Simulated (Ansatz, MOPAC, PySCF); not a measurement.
Lewis adduct: AlH3 (SMILES [AlH3]) (first 4 atoms) with AsH3 (SMILES [AsH3]); geometry from B3LYP-D3(BJ)/def2-TZVP, rigid monomers moved along the line of their centres of mass till Al1···As5 is 2.40 Å.
(charge 0, multiplicity 1):
```xyz
8

Al     0.28220     0.62546     0.56096
H     -0.54048    -0.29261    -0.44148
H     -0.24747     2.09129     0.86980
H      1.81159     0.28936     0.83026
As    -0.55839    -0.37813     2.57490
H     -0.09329     0.12185     3.92274
H     -0.33928    -1.84961     2.83899
H     -2.03970    -0.35658     2.87194
```

Interaction energies are E(AB) − E(A) − E(B) at the monomers' geometry in the complex; basis-set methods are counterpoise corrected. Rows marked so take none.

Rows in 6-31G* carry no dispersion term and start afresh at each structure (6-31G* with six Cartesian d functions); the Pople sets are all-electron and without relativity. The state that PM3 reach isn't checked.

Run with Ansatz (Gaussian orbitals); MOPAC for PM3 (differences of heats of formation); PySCF for 6-31G* rows, the dispersion terms. Each number belongs to the level named beside it.

One of these levels gives -629.8 meV for the interaction energy. Which?
(A) M06-2X/6-31G* (no counterpoise)
(B) PBE-D3(BJ)/def2-TZVPPD
(C) PM3
(D) B3LYP/6-31G* (no counterpoise)

B, PBE-D3(BJ)/def2-TZVPPD. The others give -1219.7 (PM3), -373.5 (B3LYP/6-31G* (no counterpoise)), -561.8 (M06-2X/6-31G* (no counterpoise))

Ansatz is a first-principles code.
